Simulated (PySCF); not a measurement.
CaF, SMILES [F][Ca], multiplicity 2. Coordinates come from a PBE-D3(BJ)/def2-TZVPD optimisation. The spin state was assumed, not searched.

Level of theory: PBE-D3(BJ)/def2-TZVPD in PySCF.

Harmonic wavenumbers (cm⁻¹): 580. Rotational constants (GHz): 10.24 (linear); symmetry number 1.

Task: Work out the zero-point energy and the ideal-gas rigid-rotor harmonic-oscillator thermochemistry at 298.15 K and 1 atm.

Result: ZPE = ½ Σ hcν = ½ × 580 cm⁻¹ = 0.83 kcal/mol. H − E(el) = 3.01 kcal/mol. Entropy in cal/(mol K): translation 38.15, rotation 14.72, vibration 0.49, spin 1.38, total 54.73. G − E(el) = -13.31 kcal/mol. Cp = 8.03 cal/(mol K).
